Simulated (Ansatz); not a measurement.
`BCN=C=C` + H₂ → `C=C=NC` + BH₃ at 298.15 K and 1 bar (hydrogenolysis of a C–B bond).

Gas-phase electronic energies from Ansatz, PBE0-D4/def2-TZVP geometries. CCSD(T)/CBS is the MP2 limit (def2-TZVPP, def2-QZVPP) plus CCSD(T) − MP2 in def2-TZVPP, frozen cores. This one scheme is used for every species. Each species was taken in one conformer, which may not be the lowest.

```json
{"species": "`BCN=C=C`", "CCSD(T)/CBS energy (Eh)": "-197.17509", "H − E (kJ/mol)": "235.7", "S (J/(mol·K))": "325.2"}
{"species": "H₂", "CCSD(T)/CBS energy (Eh)": "-1.17544", "H − E (kJ/mol)": "35.1", "S (J/(mol·K))": "130.4"}
{"species": "`C=C=NC`", "CCSD(T)/CBS energy (Eh)": "-171.80321", "H − E (kJ/mol)": "206.1", "S (J/(mol·K))": "288.5"}
{"species": "BH₃", "CCSD(T)/CBS energy (Eh)": "-26.55200", "H − E (kJ/mol)": "78.7", "S (J/(mol·K))": "188.3"}
```

H − E and S are ideal-gas, rigid-rotor, harmonic terms from PBE0-D4/def2-TZVP, for one conformer and one mirror image of each species. The MP2-based limit puts H₂ 0.8 mEh under its directly extrapolated value; such offsets cancel only in part. 1 Eh = 2625.50 kJ/mol, R = 8.31446 J/(mol·K).

Problem. By hand: ΔE, ΔH, ΔS and ΔG.

Solution. ΔE = (-171.80321) + (-26.55200) − (-197.17509) − (-1.17544) = -0.00468 Eh = -12.3 kJ/mol. Δ(H − E) = 206.1 + 78.7 − 235.7 − 35.1 = 14.0, so ΔH = 1.7 kJ/mol. ΔS = 288.5 + 188.3 − 325.2 − 130.4 = 21.2 J/(mol·K). ΔG = 1.7 − 298.15 × (21.2)/1000 = -4.6 kJ/mol.

Problem. By hand: the equilibrium constant, and the temperature at which ΔG would vanish if ΔH and ΔS stayed fixed.

Solution. log₁₀ K = −ΔG/(RT ln 10) = 0.8. ΔG = 0 at ΔH/ΔS = 80 K, though so small a ΔH makes that figure unsure.

TΔS isn't small against ΔH here. The sign of ΔG lies within the doubt. A doubt of 5 kJ/mol in ΔE shifts log₁₀ K by 0.9 here. Other conformers and mirror images would add mixing entropy, several J/(mol·K) or more a flexible species. Modes under 60 cm⁻¹, often nearly free rotors, make the harmonic entropy too high. These are equilibria of isolated gas molecules and say nothing of rates. Largest T1 diagnostic: 0.014 (customary marks: 0.02 for closed shells, 0.045 for open ones).
